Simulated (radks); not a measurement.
Results of a calculation; reference values are marked as such.
Species: Eu54+. Configuration: [He] 2s2 2p5. Code: a radial shooting solver on a logarithmic mesh with Libxc functionals. Model: scalar-relativistic Kohn-Sham, BLYP, spin-polarised, spherical densities, finite nucleus; open shells are filled with parallel spins first (spin-orbit coupling, left out, can overturn this in heavy ions); Fermi nuclear charge, rms radius 5.1115 fm. Some entries of the table are withheld. Estimate them.

orbital  occ.  eigenvalue (hartree)  r(max) (bohr)  <r> (bohr)
1s up       1             -1942.672        0.01419     0.02229
1s down     1             -1942.210        0.01419     0.02229
2s up       1             -443.1430        0.07950     0.09289
2s down     1             -442.4234        0.07953     0.09295
2p up       3             -413.7818        0.06398     0.08147
2p down     2             -412.9270        0.06402     0.08154
3s up       0                   (1)         0.2110         (2)
3s down     0                   (3)         0.2111         (4)
3p up       0             -177.2003         0.2029         (5)
3p down     0             -176.9398         0.2031         (6)

Answer. 
(1) 3s up eigenvalue (hartree): -186.0814
(2) 3s up <r> (bohr): 0.2226
(3) 3s down eigenvalue (hartree): -185.8442
(4) 3s down <r> (bohr): 0.2229
(5) 3p up <r> (bohr): 0.2155
(6) 3p down <r> (bohr): 0.2157
